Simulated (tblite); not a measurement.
Compound: C4H5F3S.
SMILES: `C[C@@]1(C(F)(F)F)CS1`

Computed values, GFN2-xTB/tblite, gas phase, harmonic and unscaled. The method is semi-empirical: single wavenumbers can be off by several per cent or more.

Harmonic wavenumbers (cm⁻¹): 47.8, 156.2, 176.3, 204.4, 254.4, 307.5, 337.7, 399.0, 470.7, 526.0, 527.0, 669.8, 705.0, 790.3, 883.8, 927.8, 986.7, 1030.0, 1034.9, 1069.8, 1084.8, 1101.0, 1244.8, 1311.1, 1404.2, 1419.4, 1463.3, 1473.9, 3014.4, 3036.8, 3053.3, 3055.4, 3070.5.

A = 2582, B = 1472, C = 1310 MHz; mass 142.006 u (most abundant isotopes); point group C1, symmetry number 1.

What is the zero-point energy?

Half the sum of the wavenumbers: 18619 cm⁻¹ = 53.23 kcal/mol.

Entropy at 273.15 K, 1 bar (ideal gas, RRHO, classical rotation)?

Translation 40.35, rotation 28.30, vibration 18.87: S = 87.5 cal/(mol K).

And Cp and H(273.15 K) − H(0)?

Cp = 29.82 cal/(mol K), of which vibrations give 21.87 (their classical limit is 33 R = 65.6); H(273.15 K) − H(0) = 5.06 kcal/mol without the zero-point energy, 2.89 from vibrations.

Blend soft modes into free rotors: weight 1/[1 + (100 cm⁻¹/ν̃)⁴] for the oscillator and the rest for a rotor with moment μB/(μ + B), μ = h/(8π²ν), B = 10⁻⁴⁴ kg m². What vibrational entropy results?

17.71 cal/(mol K) in place of 18.87, which changes −T·S at 273.15 K by +0.32 kcal/mol.

How do the functions run with temperature in this model?

```csv
T (K),S (cal/(mol K)),Cp (cal/(mol K)),H − H(0) (kcal/mol),G − H(0) (kcal/mol),ln q(vib)
100,65.8,15.4,1.11,-5.47,1.00
200,79.2,24.0,3.09,-12.74,2.77
300,90.4,31.9,5.89,-21.23,4.70
500,109.8,44.3,13.60,-41.32,8.62
800,133.2,55.0,28.67,-77.93,14.17
1000,146.0,59.3,40.12,-105.88,17.54
```

q(vib) and H(0) count from the zero-point level.

What must be added to the electronic energy to get the Gibbs energy at 273.15 K and 1 bar?

ZPE + [H(273.15 K) − H(0)] − T·S = 53.23 + 5.06 − 23.91 = 34.38 kcal/mol.

Hindered rotation and anharmonicity are outside this model. The structure is chiral; the term R ln 2 for an equal mix with its mirror image is left out.

Conformer computed: `[CH3:1][C@@:2]1([C:3]([F:4])([F:5])[F:6])[CH2:7][S:8]1`: C1–C2–C3–F4 180°.
